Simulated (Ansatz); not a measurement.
SbH2(OMe) (CH₅OSb). Charge 0, multiplicity 3. Geometry PBE0-D4/def2-TZVP, that of the neutral singlet; atoms count from 1.

```xyz
8

Sb    1.020    1.263   -0.530
H     2.027    1.782    0.749
H     2.135    0.016   -0.942
O    -0.071    0.169    0.697
C    -1.065   -0.635    0.115
H    -1.733   -0.072   -0.554
H    -1.674   -1.051    0.922
H    -0.640   -1.472   -0.457
```

In the def2 sets Sb takes a core potential; there is no spin–orbit coupling. At PBE0-D4/def2-TZVP a singlet of charge 0 lies 3.81 eV below the triplet at the same geometry.

Q: Estimate the Mulliken populations from the PBE0/def2-TZVP orbitals of Ansatz.

A: 
| atom | charge (e) | spin (α − β) |
| --- | --- | --- |
| Sb1 | 0.03 | 1.44 |
| H2 | 0.03 | 0.05 |
| H3 | 0.04 | 0.09 |
| O4 | -0.29 | 0.38 |
| C5 | -0.19 | -0.03 |
| H6 | 0.13 | 0.05 |
| H7 | 0.13 | 0.00 |
| H8 | 0.12 | 0.01 |
Mulliken values depend strongly on the basis.

Q: Where does the spin sit?

A: Summed by element: Sb 1.44, H 0.21, O 0.38, C -0.03, of 2 unpaired in all. Largest on single atoms: Sb1 1.44, O4 0.38, H3 0.09.

Q: And the Mayer bond orders between heavy atoms (over 0.3)?

A: Sb1–O4 0.75 (1.97 Å); O4–C5 1.00 (1.40 Å).
